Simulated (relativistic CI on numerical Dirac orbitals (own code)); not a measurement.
One change at a time: Xe XXIII

Base calculation: Dirac-Coulomb-Breit CI, orbitals from a KLI potential per configuration, model QED (radiative potential, 1s self-energy scaled to tabulated hydrogen-like ionisation energies), unscaled Slater integrals.

CI space (outside the closed core [Ar] 3d10): 4s²4p², 4s4p³, 4s²4p4d, 4p⁴, 4s4p²4d, 4s²4p4f, 4s4p²4f, 4p³4d, 4s4p4d², 4s²4d4f, 4p³4f, 4s²4p5s, 4s²4p5p, 4p³5s, 4p²4d4f, 4s4p4d5s, 4s4p²5s, 4s4p4f², 4s²4p5d, 4s²4f5s, 4s4p²5p, 4s²4p5f, 4s²4p5g, 4s4p²5d, 4s²4p6s, 4s²4p6p, 4p²4f5s, 4s²4d², 4s4d³, 4s4d²4f, 4p²4d², 4p4d³, 4p4d²4f, 4p4d²5s, 4s²4f², 4s4d4f², 4s4f³, 4p²4f², 4p4d4f², 4p4f³, 4p4f²5s, 4s4p4d4f, 4s4d4f5s, 4s²4d5s, 4s4d²5s, 4p²4d5s, 4p4d4f5s, 4p4d5s², 4s4p4f5s, 4s4f²5s, 4s4f5s², 4s²5s², 4s4d5s². Double excitations out of closed p, d and f shells are left out; levels of such configurations are missing from the list, as are those of other unlisted configurations, and high levels can miss mixing partners. These lack a partner that the ground configuration has and come out too high: 4s4p²5p, 4s4p²5d, 4s²4p5p, 4s²4p5d, 4s²4p5f.

Variants: (1) configuration mixing switched off; (2) Breit term removed. Shifts of the energy above 4s²4p² ³P0, in cm⁻¹, for the lowest level and the first level of each name with at least 55 % of one term (blank where a level changes its place among those of its configuration and J or its character, or is not in the variant):

```
       Level     Base    Δ(1)   Δ(2)
  4s²4p² ³P0        0       0      0
  4s²4p² ³P1   112238    -601  +1740
  4s²4p² ¹S0   309777   +7368  +3494
  4s4p³ ⁵S°2   500595  -11271   +340
  4s4p³ ³D°1   577435  +12261   +385
  4s4p³ ³D°2   616917   +6935  +1598
  4s4p³ ³D°3   651410  +13180  +2047
  4s4p³ ³P°0   694772   +6585  +1765
  4s4p³ ³P°1   710713  +10742  +2040
4s²4p4d ³F°3   867422   -4527  +4223
4s²4p4d ³F°4   965211   -1355  +5907
4s²4p4d ³P°0  1002630   -9699  +4787
4s²4p4d ³D°3  1010713   -9917  +5130
4s²4p4d ³P°1  1014007  -16232  +4948
4s²4p4d ¹F°3  1079493   +5543  +5597
4s²4p4d ¹P°1  1096943  -11786  +5461
     4p⁴ ³P2  1126187  +51917   +487
 4s4p²4d ⁵F1  1188054  -17694  +1617
 4s4p²4d ⁵F2  1203283  -19894  +1900
     4p⁴ ³P1  1245487  +58599  +2350
 4s4p²4d ⁵D0  1281652  -20273  +2977
 4s4p²4d ⁵D1  1289451  -24403  +3067
```

At this charge energies of transitions that change n are usually good to better than 1 %, and those within a shell (Δn = 0) to a few per cent.

Ionisation energy from the two ground configurations alone: base 699.756 eV; Breit term removed 700.38 eV. The NIST ASD value (theoretical) is 700 eV.

LS names give the leading component of a level, which can be under half, so a name can repeat, a term be missing and a line seem to break the LS rules.
